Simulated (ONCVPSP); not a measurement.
**Pseudopotential generation for W: ONCV, LDA (Perdew-Zunger), scalar-relativistic.**

ONCVPSP 4.0.1 input, shortened (lines: element, Z, core and valence counts, functional; n l f; lmax; l rc ep ncon nbas qcut; lloc lpopt rc5 dvloc0; l nproj debl; icmod fcfact rcfact), LDA (Perdew-Zunger), scalar-relativistic:

```
  W 74.00    9    5        3      upf
    1    0    2.00
    2    0    2.00
    2    1    6.00
    3    0    2.00
    3    1    6.00
    3    2   10.00
    4    0    2.00
    4    1    6.00
    4    2   10.00
    4    3   14.00
    5    0    2.00
    5    1    6.00
    5    2    4.00
    6    0    1.50
    3
    0    2.00    0.00    4    7    4.50
    1    1.20    0.00    4    7    8.20
    2    1.80    0.00    5    9    6.20
    3    0.65    0.00    4    9   25.60
    4    5    0.45    3.00
    0    2    2.70
    1    2    1.90
    2    2    2.40
    3    2    3.10
    0    0.00    0.00
```

Poles of the logarithmic derivatives, all-electron (AE) and pseudo (PS). s: poles at -2.9, 3.3 (AE) and -2.9, 3.4 (PS) Ha. p: poles at 3.1 (AE) and 3.1 (PS) Ha. d: poles at 1.1 (AE) and 1.1 (PS) Ha. f: poles at 4.6 (AE) and 4.6 (PS) Ha. Test radii: s 2.02, p 1.22, d 1.83, f 0.66 bohr.

* Cutoffs needed: 285 Ha and 310 Ha (the cutoffs (Ha) at which the residual kinetic energy of the hardest occupied pseudo-wave falls to 1 and 0.1 mHa per electron)
* Ghost test: ghosts flagged at negative energy: s at -1370.6 eV, s at -43.9 eV, p at -791.0 eV, d at -128.7 eV; no localised positive-energy state flagged; a true bound ghost makes a file unfit for plane-wave use
* Largest excitation error: -12 meV (all-electron minus pseudo) for 4f14 5s2 5p6 5d4 6s0, out of 4 test configurations
